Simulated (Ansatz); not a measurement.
Geometry optimisation, RKS BHLYP/def2-SVP in Ansatz.

The input (input.yaml):

```yaml
crystal:
  periodic: [false, false, false]
  atoms:
    - { symbol: O, position_ang: [-0.5084, 1.5801, -0.6739] }
    - { symbol: Si, position_ang: [-0.2482, 0.2259, 0.2612] }
    - { symbol: Se, position_ang: [1.8068, -0.5654, -0.2271] }
    - { symbol: I, position_ang: [-1.8461, -1.4944, -0.247] }
    - { symbol: H, position_ang: [-0.4949, 1.3027, -1.6402] }
    - { symbol: H, position_ang: [-0.60603, 2.24689, 0.05133] }
    - { symbol: H, position_ang: [1.6715, -1.7114, 0.7944] }
basis:
  gaussian: { orbitals: def2-SVP }
hamiltonian:
  xc: { name: BHLYP }
relax:
  f_tol: 0.02
  max_steps: 50
output:
  orbitals: {}
```

Launched with:

```bash
$ ansatz run input.yaml --threads 2 --pin off --max-ram 3072MiB --backend cpu --events-out ev --progress --plain --runs-dir out
```

Where does it end, and by what steps?

It converged. After 21 steps the energy has fallen by 2.780 eV; H6 moved furthest, 1.55 Å.

| step | energy less start (eV) | largest force component (eV/Å) | accepted |
| --- | --- | --- | --- |
| 0 | 0.0000 | 6.699 | yes |
| 1 | -1.2701 | 3.470 | yes |
| 2 | -2.0261 | 1.932 | yes |
| 3 | -2.4334 | 1.149 | yes |
| 4 | -2.4621 | 2.172 | yes |
| 5 | -2.5155 | 1.438 | yes |
| 6 | -2.5770 | 0.406 | yes |
| 7 | -2.6009 | 0.142 | yes |
| 8 | -2.6233 | 0.271 | yes |
| 9 | -2.6415 | 0.852 | yes |
| 10 | -2.6916 | 0.207 | yes |
| 11 | -2.7092 | 0.180 | yes |
| 12 | -2.7217 | 0.690 | yes |
| 13 | -2.7410 | 0.996 | yes |
| 14 | -2.7680 | 0.184 | yes |
| 15 | -2.7632 | 0.287 | no |
| 16 | -2.7756 | 0.085 | yes |
| 17 | -2.7775 | 0.115 | yes |
| 18 | -2.7789 | 0.170 | yes |
| 19 | -2.7798 | 0.128 | yes |
| 20 | -2.7803 | 0.047 | yes |
| 21 | -2.7805 | 0.010 | yes |

```xyz
7
Properties=species:S:1:pos:R:3
O -0.383 1.587 -0.564
Si -0.198 0.402 1.178
Se 1.812 -0.512 0.330
I -1.955 -1.215 0.193
H 0.403 1.436 -1.101
H -1.150 1.353 -1.097
H 1.245 -1.466 -0.622
```

Time of the run: 46 s on 2 threads of Intel(R) Xeon(R) 6975P-C (Granite Rapids), on a shared host, peak memory 0.29 GiB.
